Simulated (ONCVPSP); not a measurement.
C (Z = 6): ONCV pseudisation with PBE, scalar-relativistic reference atom.

* Element: carbon
* Generator: ONCVPSP 4.0.1
* Type: optimised norm-conserving Vanderbilt (ONCV)
* Functional: PBE
* Relativity: scalar-relativistic
* Frozen core: [He]
* Valence charge: 4
* Reference configuration: 2s2 2p2
* Partial waves: 2s: rc 1.00 bohr, ncon 4, nbas 7, qcut 7.1 1/bohr, local; 2p: rc 1.70 bohr, ncon 4, nbas 7, qcut 9.9 1/bohr, 2 projectors, debl 3.4 Ha; d scattering state at 0.15 Ha: rc 1.30 bohr, ncon 3, nbas 7, qcut 6.7 1/bohr, 1 projector
* Local potential: the s channel
* Core correction: Teter function, fcfact 2.25, rcfact 1.7

All-electron outer shells of the reference configuration (PBE, scalar-relativistic, ld1.x):

```json
{"shell": "1s", "level (eV)": "-273.38", "outermost node (bohr)": "–", "outermost maximum (bohr)": "0.17"}
{"shell": "2s", "level (eV)": "-13.75", "outermost node (bohr)": "0.38", "outermost maximum (bohr)": "1.22"}
{"shell": "2p", "level (eV)": "-5.29", "outermost node (bohr)": "–", "outermost maximum (bohr)": "1.20"}
```

(1) Estimate the cutoffs (Ha) at which the residual kinetic energy of the hardest occupied pseudo-wave falls to 1 and 0.1 mHa per electron.

(2) Does the potential have ghost states?

(3) Tests: 2s2 2p1; 2s2 2p0; 2s1 2p0; 2s0 2p4. Which has the largest error in its energy relative to the reference configuration, and how large is it?

## Answers

(1) 23 Ha and 29 Ha.

(2) No bound ghost flagged; no localised positive-energy state flagged.

(3) 2s1 2p0, with +236 meV (all-electron minus pseudo) on +83.21 eV.
